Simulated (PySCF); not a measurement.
PySCF job for C5H7F, SMILES C[C@H]1C=C(F)C1, PBE-D3(BJ)/def2-SVP. The structure is a stationary point at PBE-D3(BJ)/def2-SVP.

```python
import numpy as np
from pyscf import gto, scf, dft, df
from pyscf.hessian import thermo

mol = gto.M(
    atom='''
    C    -2.23715241    0.13842810    0.20049848
    C    -0.83193435   -0.14017332    0.72302289
    C     0.05175140   -1.07394299   -0.10705870
    C     0.94942379   -0.08879003   -0.31166132
    F     2.11345344   -0.02398711   -0.95968920
    C     0.24393533    0.98608384    0.46442089
    H    -2.73460322    0.94058847    0.78402180
    H    -2.87316899   -0.76827002    0.26560544
    H    -2.20717205    0.45157474   -0.86392159
    H    -0.86852270   -0.42184639    1.79927879
    H    -0.03462165   -2.12736804   -0.40484035
    H     0.76866331    1.36185779    1.36792732
    H    -0.12779839    1.84971386   -0.12620201
    ''',
    basis='def2-SVP',
    charge=0,
    spin=0,
    max_memory=1600,
    verbose=3,
)
mf = dft.RKS(mol, xc='pbe').density_fit(auxbasis='def2-universal-jkfit')
mf.disp = 'd3bj'
mf.grids.level = 3
mf.conv_tol = 1e-11
mf.max_cycle = 100
mf.kernel()

# [left out here: the lines that compute and print the analytic Hessian (its translational invariance restored by hand, since the grid's response is missing), thermochemistry and intensities]
```

Output:

```
converged SCF energy = -293.968563680787

WARN: DFTD3 does not support analytical Hessian, using finite difference


WARN: Mole.unit (angstrom) is changed to Bohr

Mode                                 0                   1                   2
Irrep
Freq [cm^-1]                      135.1818            247.4276            304.2640
Reduced mass [au]                   3.7145              1.1446              2.2359
Force const [Dyne/A]                0.0400              0.0413              0.1220
Char temp [K]                     194.4965            355.9933            437.7681
Normal mode                   x     y     z       x     y     z       x     y     z
       0   C                 0.07  0.02 -0.12   -0.01 -0.04 -0.01   -0.02 -0.11 -0.02
       1   C                 0.00 -0.01  0.05    0.00  0.04  0.01    0.00  0.06  0.01
       2   C                 0.03 -0.03  0.10   -0.01  0.04  0.01   -0.04  0.09 -0.04
       3   C                -0.01 -0.01  0.03   -0.00  0.02 -0.00    0.01  0.04  0.01
       4   F                -0.08  0.03 -0.09   -0.00 -0.05 -0.01    0.00 -0.07 -0.02
       5   C                 0.02 -0.02  0.08    0.02  0.04  0.00    0.06  0.05  0.08
       6   H                 0.01  0.04 -0.20   -0.27 -0.42  0.29   -0.10 -0.02 -0.22
       7   H                 0.04  0.03 -0.19    0.22 -0.23 -0.47    0.07 -0.16  0.21
       8   H                 0.22 -0.00 -0.12    0.03  0.42  0.13   -0.07 -0.38 -0.10
       9   H                -0.11  0.02  0.05    0.01  0.03  0.01   -0.00  0.03 -0.00
      10   H                 0.03 -0.03  0.11   -0.03  0.04  0.02   -0.11  0.12 -0.13
      11   H                 0.05 -0.09  0.10    0.03  0.03 -0.00    0.06 -0.05  0.12
      12   H                 0.04  0.03  0.13    0.02  0.04  0.01    0.11  0.11  0.14
Mode                                 3                   4                   5
Irrep
Freq [cm^-1]                      429.7206            434.1852            441.4993
[...]
       4   F                 0.01  0.00 -0.01   -0.01 -0.01  0.00   -0.02  0.01  0.01
       5   C                -0.03 -0.03  0.06   -0.12 -0.02  0.04   -0.00  0.01 -0.03
       6   H                 0.14  0.10 -0.06    0.04 -0.02  0.03    0.12  0.01  0.02
       7   H                -0.08  0.01 -0.12   -0.05  0.03  0.05   -0.13  0.06  0.04
       8   H                 0.34  0.01  0.10   -0.11  0.06 -0.01   -0.05  0.12  0.02
       9   H                -0.05 -0.08 -0.16   -0.02 -0.14  0.01   -0.05 -0.65 -0.14
      10   H                 0.11  0.01 -0.04   -0.33 -0.04  0.16    0.18  0.04 -0.15
      11   H                 0.44  0.08 -0.26    0.26 -0.03 -0.18   -0.21 -0.04  0.11
      12   H                -0.12 -0.09  0.03    0.50  0.05 -0.25   -0.02  0.07  0.06
Mode                                18                  19                  20
Irrep
Freq [cm^-1]                     1198.5574           1297.4747           1315.8607
Reduced mass [au]                   1.6907              2.1504              2.3711
Force const [Dyne/A]                1.4310              2.1329              2.4189
Char temp [K]                    1724.4573           1866.7772           1893.2306
Normal mode                   x     y     z       x     y     z       x     y     z
       0   C                 0.02 -0.02  0.04    0.02 -0.00 -0.05   -0.01  0.03 -0.03
       1   C                -0.07  0.02  0.03   -0.13  0.05  0.03   -0.08 -0.03  0.00
       2   C                 0.09 -0.03 -0.08    0.04 -0.05 -0.03    0.02  0.04  0.00
       3   C                 0.06  0.00 -0.04   -0.05  0.08  0.06    0.10 -0.11 -0.09
       4   F                -0.04 -0.00  0.02    0.02 -0.01 -0.02   -0.05  0.01  0.03
       5   C                 0.05  0.02 -0.03    0.06 -0.04 -0.04   -0.04  0.04  0.04
       6   H                 0.00  0.02 -0.02    0.14 -0.07  0.15    0.10 -0.06  0.17
       7   H                -0.02  0.01 -0.03    0.08 -0.03  0.19    0.16 -0.08  0.13
       8   H                 0.14 -0.01  0.05    0.05  0.06 -0.02    0.12 -0.06 -0.05
       9   H                -0.54  0.09  0.03    0.48 -0.14 -0.00    0.34  0.10  0.05
      10   H                -0.33 -0.07  0.19   -0.17 -0.07  0.08    0.03  0.04 -0.00
      11   H                -0.17  0.05  0.09   -0.08 -0.00  0.03    0.03  0.26 -0.07
      12   H                -0.16  0.03  0.12   -0.13 -0.05  0.08    0.10  0.17  0.14
Mode                                21                  22                  23
Irrep
Freq [cm^-1]                     1343.6725           1398.7651           1415.3222
Reduced mass [au]                   1.4099              1.2189              1.0697
Force const [Dyne/A]                1.4998              1.4051              1.2624
Char temp [K]                    1933.2455           2012.5115           2036.3336
Normal mode                   x     y     z       x     y     z       x     y     z
       0   C                 0.13 -0.02  0.03    0.01  0.02 -0.01    0.01  0.04 -0.02
       1   C                -0.07  0.00 -0.01   -0.03  0.01  0.01    0.03  0.02 -0.01
       2   C                 0.01  0.01  0.00    0.03  0.02 -0.01   -0.01 -0.01  0.00
       3   C                 0.02 -0.02 -0.02    0.02 -0.04 -0.03   -0.01  0.02  0.01
       4   F                -0.01  0.00  0.00   -0.01  0.00  0.01    0.01 -0.00 -0.00
       5   C                -0.00  0.00  0.01   -0.00  0.09  0.03   -0.00 -0.03 -0.01
       6   H                -0.37 -0.11 -0.25    0.01 -0.10  0.15   -0.18 -0.43  0.45
       7   H                -0.33  0.28 -0.12   -0.05  0.05 -0.03   -0.34  0.26  0.03
       8   H                -0.47  0.03  0.02    0.03 -0.16 -0.06    0.27 -0.44 -0.14
       9   H                 0.20  0.01 -0.00    0.08  0.00  0.01   -0.10 -0.02 -0.03
      10   H                 0.00  0.01  0.01   -0.02  0.01  0.02    0.02 -0.00 -0.01
      11   H                 0.02  0.07 -0.02    0.15 -0.55  0.19   -0.03  0.11 -0.05
      12   H                 0.00  0.03  0.04   -0.24 -0.35 -0.43    0.05  0.07  0.09
Mode                                24                  25                  26
Irrep
Freq [cm^-1]                     1419.2977           1691.4798           2963.0085
Reduced mass [au]                   1.0492              7.9580              1.0363
Force const [Dyne/A]                1.2452             13.4150              5.3604
Char temp [K]                    2042.0534           2433.6628           4263.1095
Normal mode                   x     y     z       x     y     z       x     y     z
       0   C                -0.00  0.03  0.04    0.00 -0.00 -0.00   -0.04  0.01 -0.02
       1   C                -0.02  0.02  0.02   -0.01  0.01  0.00    0.00  0.00 -0.00
       2   C                 0.01 -0.00 -0.01   -0.12 -0.12  0.03    0.00  0.00 -0.00
       3   C                -0.01  0.00  0.00    0.16  0.14 -0.05   -0.00 -0.00  0.00
       4   F                 0.00 -0.00 -0.00   -0.03 -0.01  0.02   -0.00 -0.00  0.00
       5   C                 0.00 -0.01 -0.01   -0.01  0.00  0.00    0.00 -0.00  0.00
       6   H                 0.35  0.15  0.14    0.02  0.00  0.00    0.25 -0.41 -0.31
       7   H                 0.10 -0.10 -0.64   -0.01  0.00 -0.01    0.30  0.45 -0.04
       8   H                -0.33 -0.46 -0.13   -0.02  0.00 -0.00   -0.03 -0.16  0.56
       9   H                 0.06 -0.04  0.01    0.04 -0.05 -0.01   -0.00 -0.01  0.04
      10   H                -0.01 -0.01  0.00    0.06 -0.15 -0.09   -0.00 -0.00 -0.00
      11   H                -0.03  0.06 -0.01    0.05 -0.04 -0.00    0.01  0.00  0.02
      12   H                 0.02  0.04  0.06    0.01 -0.03 -0.06   -0.01  0.02 -0.02
Mode                                27                  28                  29
Irrep
Freq [cm^-1]                     2967.9004           2982.9851           3042.2477
Reduced mass [au]                   1.0854              1.0591              1.1089
Force const [Dyne/A]                5.6331              5.5527              6.0466
Char temp [K]                    4270.1479           4291.8514           4377.1170
Normal mode                   x     y     z       x     y     z       x     y     z
       0   C                 0.00  0.00 -0.01   -0.00  0.00 -0.00    0.00  0.01 -0.00
       1   C                -0.00 -0.02  0.08   -0.00 -0.00  0.01   -0.00 -0.00  0.00
       2   C                -0.00  0.00  0.00   -0.00 -0.00  0.00   -0.00 -0.00  0.00
       3   C                 0.00  0.00 -0.00    0.00  0.00 -0.00    0.00  0.00  0.00
       4   F                -0.00 -0.00  0.00   -0.00  0.00  0.00   -0.00 -0.00  0.00
       5   C                -0.00 -0.00 -0.01    0.01  0.06  0.02    0.05 -0.02  0.07
       6   H                -0.01  0.02  0.01    0.01 -0.01 -0.01    0.01 -0.02 -0.01
       7   H                -0.01 -0.02 -0.00    0.01  0.02 -0.00   -0.04 -0.06  0.00
       8   H                -0.00 -0.03  0.10   -0.00 -0.01  0.03   -0.00 -0.01  0.03
       9   H                 0.03  0.24 -0.91    0.00  0.02 -0.07    0.00  0.01 -0.04
      10   H                -0.00 -0.01 -0.00   -0.00 -0.01 -0.00   -0.00  0.00 -0.00
      11   H                 0.04  0.03  0.07   -0.32 -0.21 -0.55   -0.32 -0.23 -0.55
      12   H                -0.01  0.02 -0.02    0.24 -0.53  0.38   -0.22  0.51 -0.35
Mode                                30                  31                  32
Irrep
Freq [cm^-1]                     3054.5567           3054.7906           3164.6388
Reduced mass [au]                   1.1037              1.1031              1.1029
Force const [Dyne/A]                6.0674              6.0651              6.5079
Char temp [K]                    4394.8269           4395.1636           4553.2106
Normal mode                   x     y     z       x     y     z       x     y     z
       0   C                 0.02 -0.05 -0.07    0.03  0.07 -0.05   -0.00  0.00  0.00
       1   C                 0.00  0.00 -0.01    0.00  0.00 -0.01   -0.00  0.00  0.00
       2   C                -0.00 -0.00  0.00    0.00 -0.00  0.00   -0.01 -0.08 -0.02
       3   C                -0.00 -0.00  0.00   -0.00 -0.00  0.00    0.01  0.01 -0.00
       4   F                 0.00  0.00 -0.00   -0.00 -0.00 -0.00   -0.00 -0.00  0.00
       5   C                 0.00 -0.00  0.00   -0.00  0.00 -0.01   -0.00  0.00  0.00
       6   H                -0.34  0.55  0.40    0.05 -0.06 -0.06    0.00 -0.00 -0.00
       7   H                 0.17  0.23 -0.03   -0.42 -0.60  0.04    0.00 -0.00 -0.00
       8   H                -0.02 -0.15  0.45   -0.02 -0.15  0.56   -0.00 -0.00  0.00
       9   H                -0.00 -0.01  0.06   -0.00 -0.02  0.08    0.00  0.00 -0.01
      10   H                 0.00  0.01  0.00    0.00  0.00 -0.00    0.08  0.91  0.25
      11   H                -0.01 -0.01 -0.01    0.03  0.02  0.04   -0.00 -0.00 -0.00
      12   H                -0.01  0.02 -0.01    0.02 -0.04  0.03    0.00 -0.01  0.00
temperature 298.1500 [K]
pressure 101325.00 [Pa]
Rotational constants [GHz] 9.20753 2.31583 2.07359
Symmetry number 1
Zero-point energy (ZPE) 0.10416 [Eh]   273462.639 [J/mol]
                           tot       elec      trans        rot        vib
Entropy [J/mol/K]       318.152      0.000    164.315    110.410     43.427
Cv [J/mol/K]             92.277      0.000     12.472     12.472     67.333
Cp [J/mol/K]            100.591      0.000     20.786     12.472     67.333
Internal energy [J/mol]                      3718.434   3718.434 281627.163
Internal energy [Eh]   -293.85847  -293.96856
Enthalpy [J/mol]                             6197.391   3718.434 281627.163
Enthalpy [Eh]          -293.85752
Gibbs free energy [J/mol]                  -42793.101 -29200.348 268679.408
Gibbs free energy [Eh] -293.89365
mode   freq/cm-1   IR/(km/mol)
   1      135.18         0.091
   2      247.43         0.002
   3      304.26         0.233
   4      429.72         5.456
   5      434.19         3.767
   6      441.50         0.429
   7      630.66         6.183
   8      769.53        12.312
   9      797.85        25.419
  10      869.39         1.726
  11      894.94         5.993
  12      960.78        27.242
  13     1005.79         9.722
  14     1027.87         1.873
  15     1045.65         3.683
  16     1123.08         0.410
  17     1128.42         2.867
  18     1162.59         4.097
  19     1198.56        12.224
  20     1297.47        83.880
  21     1315.86        67.123
  22     1343.67         2.691
  23     1398.77         7.227
  24     1415.32         5.422
  25     1419.30         3.476
  26     1691.48       146.424
  27     2963.01        25.278
  28     2967.90        26.493
  29     2982.99        22.946
  30     3042.25        12.487
  31     3054.56        19.391
  32     3054.79        19.849
  33     3164.64         3.702
max |gradient| / (hartree/bohr): 8.099988374824895e-05
APT charges: [ 4.260e-02  1.359e-01 -2.139e-01  6.693e-01 -5.501e-01 -3.150e-02
 -2.510e-02 -1.330e-02 -9.400e-03 -6.050e-02  6.740e-02 -1.150e-02
 -1.000e-04]
```

The calculation finished and met its thresholds.
